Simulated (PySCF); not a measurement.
Compound: (BeTe)3 ring, Be3Te3.
Bonds: Be1–Te2, Be1–Te6, Te2–Be3, Be3–Te4, Te4–Be5, Be5–Te6.

Method: PBE0-D3(BJ)/def2-SVP geometry optimisation, gas phase, def2 core potentials past Kr in PySCF; density fitting, grid level 1; the optimiser is geomeTRIC in internal coordinates, started from a GFN2-xTB structure with every atom displaced at random (about 0.03 Å).

Step 5: E = -23087.1950 eV
```
atom  x, y, z in Å  |  force x, y, z in eV/Å
Be1    -0.7470    0.9415    0.8881   -0.028  -0.017   0.005
Te2    -0.5064   -0.6811    2.4224    0.015  -0.026  -0.001
Be3     0.4742   -1.3892    0.5301    0.021   0.065  -0.015
Te4     1.3714   -1.5935   -1.5194   -0.041  -0.027  -0.017
Be5     0.2951    0.3757   -1.4558    0.025   0.009   0.006
Te6    -0.8242    2.2505   -0.9346    0.008  -0.004   0.022
```

Step 6: E = -23087.1963 eV
```
atom  x, y, z in Å  |  force x, y, z in eV/Å
Be1    -0.7612    0.9464    0.8966    0.001  -0.035  -0.048
Te2    -0.5067   -0.6830    2.4226    0.020  -0.019  -0.009
Be3     0.4850   -1.3900    0.5341   -0.007   0.089  -0.020
Te4     1.3647   -1.5996   -1.5221   -0.033  -0.007  -0.014
Be5     0.3032    0.3806   -1.4656    0.015  -0.022   0.048
Te6    -0.8219    2.2496   -0.9349    0.004  -0.005   0.044
```

Step 7: E = -23087.1976 eV
```
atom  x, y, z in Å  |  force x, y, z in eV/Å
Be1    -0.7808    0.9472    0.9038    0.031  -0.043  -0.087
Te2    -0.5064   -0.6855    2.4225    0.014   0.002  -0.010
Be3     0.4992   -1.3799    0.5367   -0.034   0.087  -0.018
Te4     1.3531   -1.6101   -1.5264   -0.011   0.012  -0.015
Be5     0.3156    0.3851   -1.4730   -0.002  -0.049   0.080
Te6    -0.8175    2.2471   -0.9329    0.003  -0.009   0.050
```

Question: Estimate the geometry and energy of step 8. (The exact step hangs on the optimiser's Hessian estimate; all steps are aligned on step 7, rigid shifts and turns removed.)

Answer: E = -23087.1995 eV, largest force 0.069 eV/Å
```
atom  x, y, z in Å  |  force x, y, z in eV/Å
Be1    -0.7824    0.9412    0.8998    0.021  -0.031  -0.058
Te2    -0.5062   -0.6851    2.4228    0.011   0.005  -0.006
Be3     0.4994   -1.3672    0.5337   -0.024   0.049  -0.011
Te4     1.3504   -1.6134   -1.5284   -0.010   0.014  -0.007
Be5     0.3178    0.3830   -1.4670   -0.003  -0.038   0.056
Te6    -0.8158    2.2454   -0.9301    0.004   0.001   0.026
```

The energy changes by -0.0019 eV. The first-order estimate −F·Δx gives -0.0025 eV and the mean of the old and new forces, exact on a quadratic surface, -0.0020 eV. The step makes an angle of 37° with the force vector and moves no atom by more than 0.013 Å.

What follows is the cost of the whole optimisation. On an Arm Neoverse V1 with one thread, shared host, this took 84 s and 0.43 GiB of memory at its peak.
